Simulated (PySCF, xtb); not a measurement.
C₂H₆F₂Si, SMILES F[Si@H](CF)C.

GFN2-xTB (xtb) at its own geometry gives an orbital gap of 6.12 eV and a dipole moment of 3.26 D.

Geometry optimised at ωB97X-D3(BJ)/def2-SVP. The structure was generated by enumeration; whether it is a known compound was not checked. The values are those of a single conformer.

### Question
What does B3LYP/def2-TZVP (PySCF) give? (An estimate is asked for; the answer gives what the named calculation found.)

### Answer
gap 8.64 eV (levels -8.36 and 0.28 eV), dipole 3.06 D.
